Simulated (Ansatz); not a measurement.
Basis-set extrapolation for `CS[SiH2][AlH][NH2]` (PBE0-D4/def2-TZVP geometry, frozen core, the Gaussian-basis code of Ansatz). Multiplicity 1, RHF reference.

|  | def2-TZVPP | def2-QZVPP |
| --- | --- | --- |
| HF | -1025.484048 | -1025.516136 |
| MP2 correlation | -0.773698 | -0.831922 |
| CCSD(T) correlation | -0.872852 | not run |

Energies in hartree. Use E(X) = E(∞) + A·exp(−7.88·√X) for Hartree–Fock and E(X) = E(∞) + B·X^(−2.97) for correlation, with X = 3 and 4, and add CCSD(T) minus MP2 of the smaller set to the MP2 limit.

What is the CCSD(T) energy at the basis-set limit?

HF limit: -1025.516136 + (-0.032088) × 0.13774 = -1025.52056. MP2 limit: -0.831922 + (-0.058224) × 0.74074 = -0.87505. Higher-order term: -0.872852 − (-0.773698) = -0.09915. Total: -1026.49476 hartree, 3.75 eV below CCSD(T)/def2-TZVPP.
